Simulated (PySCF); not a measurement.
HBeFSe (SMILES [F][Be][SeH]), singlet, geometry from GFN2-xTB (such geometries of metal compounds can be far from the true shape), atoms displaced at random by about 0.03 Å a coordinate; HF/6-31G, gradient (PySCF).

The PySCF input:
```python
from pyscf import gto, scf

mol = gto.Mole()
mol.atom = '''
    Be    0.523428   -1.020812    0.333325
    F     1.294305   -2.211632    0.506342
    Se   -0.341162    0.593190   -0.175858
    H    -0.822788    1.277921    0.958258
'''
mol.basis = '6-31g'
mol.charge = 0
mol.spin = 0
mol.verbose = 4
mol.build()

mf = scf.RHF(mol)
mf.conv_tol = 1e-4
mf.kernel()
g = mf.nuc_grad_method()
grad = g.kernel()
```

Problem. Write the output that PySCF gives for this input, abridged.

Solution. 
```
PySCF version 2.14.0

[INPUT] verbose = 4
[INPUT] num. atoms = 4
[INPUT] num. electrons = 48
[INPUT] charge = 0
[INPUT] spin (= nelec alpha-beta = 2S) = 0
[INPUT] symmetry False subgroup None
[INPUT] Mole.unit = angstrom
[INPUT] Symbol           X                Y                Z      unit          X                Y                Z       unit  Magmom
[INPUT]  1 Be     0.523428000000  -1.020812000000   0.333325000000 AA    0.989135565929  -1.929055104670   0.629892960471 Bohr   0.0
[INPUT]  2 F      1.294305000000  -2.211632000000   0.506342000000 AA    2.445881971655  -4.179378768324   0.956847705365 Bohr   0.0
[INPUT]  3 Se    -0.341162000000   0.593190000000  -0.175858000000 AA   -0.644702744109   1.120966639831  -0.332323456814 Bohr   0.0
[INPUT]  4 H     -0.822788000000   1.277921000000   0.958258000000 AA   -1.554843978579   2.414920698830   1.810845176673 Bohr   0.0

nuclear repulsion = 114.703547198293
number of shells = 23
number of NR pGTOs = 138
number of NR cGTOs = 47
basis = 6-31g
ecp = {}

******** <class 'pyscf.scf.hf.RHF'> ********
method = RHF
initial guess = minao
damping factor = 0
level_shift factor = 0
DIIS = <class 'pyscf.scf.diis.CDIIS'>
diis_start_cycle = 1
diis_space = 8
diis_damp = 0
SCF conv_tol = 0.0001
SCF conv_tol_grad = None
SCF max_cycles = 50
direct_scf = True
direct_scf_tol = 1e-13
Set gradient conv threshold to 0.01
Initial guess from minao.
init E= -2513.4893129381
  HOMO = -0.32266172763246  LUMO = 0.0109840740361626  gap/eV = 9.07896
cycle= 1 E= -2514.14561618816  delta_E= -0.656  |g|= 0.542  |ddm|=    2
  HOMO = -0.388167512437724  LUMO = 0.0752518416750245  gap/eV = 12.61028
cycle= 2 E= -2514.20009155411  delta_E= -0.0545  |g|= 0.351  |ddm|= 0.726
  HOMO = -0.383650149879993  LUMO = 0.0819932212415182  gap/eV = 12.67080
cycle= 3 E= -2514.21939363625  delta_E= -0.0193  |g|= 0.0355  |ddm|= 0.236
  HOMO = -0.380662761546164  LUMO = 0.0879195452291448  gap/eV = 12.75077
cycle= 4 E= -2514.22016369682  delta_E= -0.00077  |g|= 0.0098  |ddm|= 0.0836
  HOMO = -0.379100213850254  LUMO = 0.0878141939701154  gap/eV = 12.70539
cycle= 5 E= -2514.22021944165  delta_E= -5.57e-05  |g|= 0.00354  |ddm|= 0.0244
  HOMO = -0.37941668057564  LUMO = 0.087477158851252  gap/eV = 12.70483
Extra cycle  E= -2514.22022635832  delta_E= -6.92e-06  |g|= 0.00161  |ddm|= 0.0084
converged SCF energy = -2514.22022635832

******** <class 'pyscf.grad.rhf.Gradients'> for <class 'pyscf.scf.hf.RHF'> ********
unit = Eh/Bohr
--------------- RHF gradients ---------------
         x                y                z
0 Be    -0.0338428761     0.0563675994    -0.0201693042
1 F     0.0097491167    -0.0126082082     0.0013780416
2 Se     0.0181072846    -0.0370440798     0.0425381241
3 H     0.0059864747    -0.0067153114    -0.0237468615
----------------------------------------------
```
